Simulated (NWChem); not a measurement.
System: GaI2F; SMILES [F][Ga]([I])[I]

```xyz
4

Ga     0.0000     0.0000     0.7103
F      0.0000     0.0000     2.4553
I     -2.1847     0.0000    -0.4162
I      2.1847     0.0000    -0.4162
```
Atoms are numbered in this order, from 1.

Program: NWChem. Coordinates come from a PBE0/def2-SVP optimisation. def2 effective core potentials on I; no spin-orbit coupling. Total energies compare along this basis series because the functional is fixed.

```tsv
level	basis functions	energy (Ha)	highest occupied level (eV)	orbital gap (eV)	dipole (D)
PBE/def2-SVP	98	-2619.5126	…	3.69	…
PBE/def2-SVPD	131	-2619.5258	-6.98	3.61	1.69
PBE/def2-TZVP	179	-2619.9054	-6.96	3.72	1.51
PBE/def2-TZVPP	179	-2619.9054	-6.96	3.72	1.51
```

Question: What belongs in the gaps?

Answer: 
- PBE/def2-SVP, highest occupied level (eV): -6.86
- PBE/def2-SVP, dipole (D): 1.40
